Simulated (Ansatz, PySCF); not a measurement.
Gas-phase reaction in SMILES: C1=CC1 + 4 [H][H] (H2) → 3 C (CH4)
Structures are relaxed separately at B3LYP-D3(BJ)/def2-TZVP in Ansatz (a program for electronic structure).

Wanted: energy of full hydrogenation (electronic energy difference), in eV. Cores are frozen in the correlated levels unless marked. No spin-orbit coupling. Non-relativistic. CBS(X,Y): correlation extrapolated as X^-3; Hartree-Fock from the larger set. [CCSD(T)-MP2]/basis is that difference in the basis named.

```tsv
level	program	energy of full hydrogenation (eV)
HF/aug-cc-pVTZ	Ansatz	-6.59
PBE/def2-TZVPD	Ansatz	-6.03
BLYP-D3(BJ)/def2-TZVPD	Ansatz + dftd3	-5.84
TPSS/def2-TZVPD	PySCF	-5.81
```

Task: Estimate the value at RI-MP2/CBS(aug-cc-pVTZ,aug-cc-pVQZ)+[CCSD(T)-MP2]/aug-cc-pVTZ as computed with Ansatz.

Result: -6.13 eV, so TPSS/def2-TZVPD differs from it by 0.32 eV.
